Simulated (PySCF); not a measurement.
CH₇FSi₂, singlet, at the geometry of the source list; SA2-CASSCF(6,5)/6-31G (PySCF).

PySCF was given this input:
```python
from pyscf import gto, scf, mcscf
import numpy

mol = gto.Mole()
mol.atom = '''
    Si    1.672300   -0.289900    0.631000
    F     2.294100   -0.898900   -0.730700
    Si   -0.281700    0.828200    0.128100
    C    -1.564400   -0.322000   -0.680600
    H     1.547800   -1.486000    1.464100
    H     2.779400    0.516900    1.136100
    H    -0.876900    1.361400    1.364700
    H    -0.078500    1.976500   -0.767900
    H    -1.802000   -1.164100   -0.033700
    H    -1.198300   -0.726100   -1.621500
    H    -2.491800    0.204000   -0.889700
'''
mol.basis = '6-31g'
mol.charge = 0
mol.spin = 0
mol.verbose = 4
mol.build()

mf = scf.RHF(mol)
mf.kernel()
mc = mcscf.CASSCF(mf, 5, 6)
mc.fix_spin_(ss=0.0)
mc = mc.state_average_([0.5, 0.5])
mc.kernel()
```

The log (banner, timings and long lists left out):

```
PySCF version 2.14.0

[INPUT] verbose = 4
[INPUT] num. atoms = 11
[INPUT] num. electrons = 50
[INPUT] charge = 0
[INPUT] spin (= nelec alpha-beta = 2S) = 0
[INPUT] symmetry False subgroup None
[INPUT] Mole.unit = angstrom
[INPUT] Symbol           X                Y                Z      unit          X                Y                Z       unit  Magmom
[...]
nuclear repulsion = 220.266380836303
number of shells = 38
number of NR pGTOs = 164
number of NR cGTOs = 58
basis = 6-31g
ecp = {}

******** <class 'pyscf.scf.hf.RHF'> ********
method = RHF
initial guess = minao
damping factor = 0
level_shift factor = 0
DIIS = <class 'pyscf.scf.diis.CDIIS'>
diis_start_cycle = 1
diis_space = 8
diis_damp = 0
SCF conv_tol = 1e-09
SCF conv_tol_grad = None
SCF max_cycles = 50
direct_scf = True
direct_scf_tol = 1e-13
Set gradient conv threshold to 3.16228e-05
Initial guess from minao.
init E= -719.165272670828
[...]
cycle= 1 E= -719.06371866468  delta_E= 0.102  |g|= 0.492  |ddm|= 2.58
[...]
cycle= 2 E= -719.112380445303  delta_E= -0.0487  |g|= 0.295  |ddm|= 0.772
[...]
cycle= 3 E= -719.126287629017  delta_E= -0.0139  |g|= 0.0327  |ddm|= 0.221
[...]
cycle= 4 E= -719.126788054173  delta_E= -0.0005  |g|= 0.00446  |ddm|= 0.0739
[...]
cycle= 5 E= -719.126799491521  delta_E= -1.14e-05  |g|= 0.00105  |ddm|= 0.0126
[...]
cycle= 6 E= -719.126800187064  delta_E= -6.96e-07  |g|= 0.000296  |ddm|= 0.00275
[...]
cycle= 7 E= -719.126800237497  delta_E= -5.04e-08  |g|= 9.72e-05  |ddm|= 0.000719
[...]
cycle= 8 E= -719.126800242327  delta_E= -4.83e-09  |g|= 1.87e-05  |ddm|= 0.000221
[...]
cycle= 9 E= -719.126800242523  delta_E= -1.96e-10  |g|= 3.52e-06  |ddm|= 4.75e-05
[...]
Extra cycle  E= -719.126800242534  delta_E= -1.09e-11  |g|= 1.41e-06  |ddm|= 8.76e-06
converged SCF energy = -719.126800242534

******** <class 'pyscf.mcscf.addons.StateAverageCASSCF'> ********
CAS (3e+3e, 5o), ncore = 22, nvir = 31
max_cycle_macro = 50
max_cycle_micro = 4
conv_tol = 1e-07
conv_tol_grad = None
orbital rotation max_stepsize = 0.02
orbital rotation threshold for CI restart = 0.01
augmented hessian ah_max_cycle = 30
augmented hessian ah_conv_tol = 1e-12
augmented hessian ah_linear dependence = 1e-14
augmented hessian ah_level shift = 1e-08
augmented hessian ah_start_tol = 2.5
augmented hessian ah_start_cycle = 3
augmented hessian ah_grad_trust_region = 3
kf_trust_region = 3
kf_interval = 4
ci_response_space = 4
ci_grad_trust_region = 3
with_dep4 0
natorb = False
canonicalization = True
sorting_mo_energy = False
ao2mo_level = 2
internal_rotation = False
******** <class 'pyscf.mcscf.addons.StateAverageSpinPenaltyFCISolver'> ********
max. cycles = 50
conv_tol = 1e-08
davidson only = True
linear dependence = 1e-12
level shift = 0.001
max iter space = 12
nroots = 2
pspace_size = 400
spin = None
State-average over 2 states with weights [0.5, 0.5]
CASCI E = -718.975014333299  S^2 = 0.0000000
Set conv_tol_grad to 0.000316228
macro iter   1 ( 21 JK    4 micro), CASSCF E = -718.982123251168  dE = -7.10891787e-03  S^2 = 0.0000000
               |grad[o]|=0.0597  |ddm|=0.0208  |maxRot[o]|=0.194
macro iter   2 ( 21 JK    4 micro), CASSCF E = -718.989152605528  dE = -7.02935436e-03  S^2 = 0.0000000
               |grad[o]|=0.0186  |ddm|=0.0161  |maxRot[o]|= 0.27
macro iter   3 ( 21 JK    4 micro), CASSCF E = -718.991359362344  dE = -2.20675682e-03  S^2 = 0.0000000
               |grad[o]|=0.0124  |ddm|=0.0148  |maxRot[o]|=0.114
macro iter   4 ( 21 JK    4 micro), CASSCF E = -718.991621633021  dE = -2.62270677e-04  S^2 = 0.0000000
               |grad[o]|=0.00497  |ddm|=0.00429  |maxRot[o]|= 0.13
macro iter   5 (  7 JK    2 micro), CASSCF E = -718.991666739661  dE = -4.51066406e-05  S^2 = 0.0000000
               |grad[o]|=0.0022  |ddm|=0.00183  |maxRot[o]|=0.0682
macro iter   6 (  7 JK    2 micro), CASSCF E = -718.991708317430  dE = -4.15777682e-05  S^2 = 0.0000000
               |grad[o]|=0.00145  |ddm|=0.000785  |maxRot[o]|=0.0698
[...]
macro iter   9 ( 21 JK    4 micro), CASSCF E = -718.991786128523  dE =  2.63492717e-05  S^2 = 0.0000000
               |grad[o]|=0.00153  |ddm|=0.00158  |maxRot[o]|=0.0852
macro iter  10 ( 21 JK    4 micro), CASSCF E = -718.991867074868  dE = -8.09463451e-05  S^2 = 0.0000000
               |grad[o]|=0.00169  |ddm|=0.00128  |maxRot[o]|=0.0838
macro iter  11 ( 12 JK    3 micro), CASSCF E = -718.991927906760  dE = -6.08318926e-05  S^2 = 0.0000000
               |grad[o]|=0.0015  |ddm|=0.00361  |maxRot[o]|=0.0723
macro iter  12 ( 12 JK    3 micro), CASSCF E = -718.991991241666  dE = -6.33349052e-05  S^2 = 0.0000000
               |grad[o]|=0.00134  |ddm|=0.00593  |maxRot[o]|=0.0978
macro iter  13 (  7 JK    2 micro), CASSCF E = -718.992074936301  dE = -8.36946358e-05  S^2 = 0.0000000
               |grad[o]|=0.00121  |ddm|=0.00163  |maxRot[o]|=0.0599
macro iter  14 (  7 JK    2 micro), CASSCF E = -718.992163047483  dE = -8.81111814e-05  S^2 = 0.0000000
               |grad[o]|=0.00106  |ddm|=0.00187  |maxRot[o]|=0.0648
macro iter  15 (  7 JK    2 micro), CASSCF E = -718.992251831195  dE = -8.87837120e-05  S^2 = 0.0000000
               |grad[o]|=0.000984  |ddm|=0.00193  |maxRot[o]|=0.0673
macro iter  16 (  7 JK    2 micro), CASSCF E = -718.992340202662  dE = -8.83714667e-05  S^2 = 0.0000000
               |grad[o]|=0.000922  |ddm|=0.00191  |maxRot[o]|=0.0686
macro iter  17 (  7 JK    2 micro), CASSCF E = -718.992426042461  dE = -8.58397993e-05  S^2 = 0.0000000
               |grad[o]|=0.000869  |ddm|=0.00183  |maxRot[o]|=0.0692
macro iter  18 (  7 JK    2 micro), CASSCF E = -718.992506713485  dE = -8.06710239e-05  S^2 = 0.0000000
               |grad[o]|=0.000818  |ddm|=0.0017  |maxRot[o]|=0.0696
macro iter  19 (  7 JK    2 micro), CASSCF E = -718.992579364978  dE = -7.26514936e-05  S^2 = 0.0000000
               |grad[o]|=0.000764  |ddm|=0.00158  |maxRot[o]|=0.0697
macro iter  20 (  7 JK    2 micro), CASSCF E = -718.992641206485  dE = -6.18415065e-05  S^2 = 0.0000000
               |grad[o]|=0.000698  |ddm|=0.00145  |maxRot[o]|=0.0698
macro iter  21 (  7 JK    2 micro), CASSCF E = -718.992689697007  dE = -4.84905220e-05  S^2 = 0.0000000
               |grad[o]|=0.000614  |ddm|=0.00135  |maxRot[o]|=0.0699
macro iter  22 (  7 JK    2 micro), CASSCF E = -718.992722630572  dE = -3.29335651e-05  S^2 = 0.0000000
               |grad[o]|=0.000502  |ddm|=0.00128  |maxRot[o]|=0.0699
macro iter  23 (  6 JK    2 micro), CASSCF E = -718.992735701001  dE = -1.30704295e-05  S^2 = 0.0000000
               |grad[o]|=0.000355  |ddm|=0.000827  |maxRot[o]|= 0.05
macro iter  24 (  9 JK    3 micro), CASSCF E = -718.992726482153  dE =  9.21884862e-06  S^2 = 0.0000000
               |grad[o]|=0.00021  |ddm|=0.000895  |maxRot[o]|=0.0379
macro iter  25 ( 17 JK    4 micro), CASSCF E = -718.992733588450  dE = -7.10629672e-06  S^2 = 0.0000000
               |grad[o]|=0.000347  |ddm|=0.000334  |maxRot[o]|=0.0252
macro iter  26 (  7 JK    2 micro), CASSCF E = -718.992738866287  dE = -5.27783709e-06  S^2 = 0.0000000
               |grad[o]|=0.000161  |ddm|=0.000296  |maxRot[o]|=0.0331
macro iter  27 (  4 JK    1 micro), CASSCF E = -718.992739156661  dE = -2.90374601e-07  S^2 = 0.0000000
               |grad[o]|=6.93e-05  |ddm|=4.36e-05  |maxRot[o]|=0.00738
macro iter  28 (  3 JK    1 micro), CASSCF E = -718.992739186959  dE = -3.02976559e-08  S^2 = 0.0000000
               |grad[o]|=2.97e-05  |ddm|=2.88e-05  |maxRot[o]|=0.00205
1-step CASSCF converged in  28 macro (318 JK  75 micro) steps
CASSCF canonicalization
Density matrix diagonal elements [1.99589339 1.97805415 1.50278493 0.50163043 0.02163711]
CASSCF energy = -718.992739186959
CASCI E = -718.992739186959  E(CI) = -7.02512184836428  S^2 = 0.0000000
CASCI state-averaged energy = -718.992739186959
CASCI energy for each state
  State 0 weight 0.5  E = -719.139589763157 S^2 = 0.0000000
  State 1 weight 0.5  E = -718.845888610761 S^2 = 0.0000000
```
